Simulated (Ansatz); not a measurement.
A CCSD(T) single point on FH$_{4}$SiSn (`[F][SnH][SiH3]`) radical.

```yaml
crystal:
  periodic: [false, false, false]
  atoms:
    - {symbol: F, position_ang: [-1.714939, -1.551635, 1.206398]}
    - {symbol: Sn, position_ang: [-0.213053, -1.538718, -0.022444]}
    - {symbol: Si, position_ang: [0.610324, 0.926309, 0.055145]}
    - {symbol: H, position_ang: [-0.966754, -2.036401, -1.499292]}
    - {symbol: H, position_ang: [1.728433, 1.060497, -0.914827]}
    - {symbol: H, position_ang: [1.101556, 1.204045, 1.427090]}
    - {symbol: H, position_ang: [-0.484366, 1.867803, -0.297769]}
basis:
  gaussian: {orbitals: def2-SVP}
magnetization: {spin_polarized: true, initial_magnetization: 1}
correlation: {method: ccsd_t}
scf: {omitted_lower_state_checks: [cluster_reference]}
```

```sh
$ ansatz run in.yaml --threads 4 --pin off --events-out ev --progress --plain
```

Output of Ansatz, abridged:

```
Functional definition: HF
839 factors; integrals over basis functions are off by at most 1.2e-3 eV
mean field evaluation 1: about -16429.3705 eV, gradient 2.2e1 eV
mean field evaluation 2: about -16429.4281 eV, gradient 2.2e1 eV
mean field evaluation 4: about -16431.9771 eV, gradient 2.0e0 eV
mean field evaluation 8: about -16432.0624 eV, gradient 2.4e-1 eV
mean field -16432.06448071 eV, -603.8672316129 hartree, gradient 9.3e-6 eV, S^2 0.757511; 0 other end points of the search recorded, 0 dependent functions left out
10 core orbitals not correlated: weight in the atoms' cores, before any rotation towards them, 1.000 or more for the frozen orbitals, at most 0.000 for the correlated occupied ones
reference -16432.06448071 eV, -603.8672316129 hartree; 15, 14 occupied and 53, 54 virtual orbitals, 839 factors
second order -10.44765403 eV of doubles, -0.00000000 eV of singles
cycle   1  -11.04296925 eV  change   -6.0e-1 eV  update   1.0e-1
cycle   2  -11.39399965 eV  change   -3.5e-1 eV  update   3.4e-2
cycle   3  -11.51634647 eV  change   -1.2e-1 eV  update   2.1e-2
cycle   4  -11.51642541 eV  change   -7.9e-5 eV  update   5.7e-3
cycle   5  -11.51373710 eV  change    2.7e-3 eV  update   2.8e-3
cycle   6  -11.51362054 eV  change    1.2e-4 eV  update   1.1e-3
cycle   7  -11.51362757 eV  change   -7.0e-6 eV  update   5.3e-4
cycle   8  -11.51370535 eV  change   -7.8e-5 eV  update   2.0e-4
cycle   9  -11.51380190 eV  change   -9.7e-5 eV  update   8.6e-5
cycle  10  -11.51380511 eV  change   -3.2e-6 eV  update   3.4e-5
perturbative correction -0.24901813 eV, -0.0091512474 hartree
Total energy: -16443.82730395 eV, -604.2995073935 hartree
Checks for a lower state left out: cluster_reference
```

Run time 9 s (4 threads of a server CPU on a shared host); peak host memory 0.47 GiB.

MP2 recovers 88.8 % of the CCSD(T) correlation energy and the triples give 2.1 %; T1 = 0.0138.
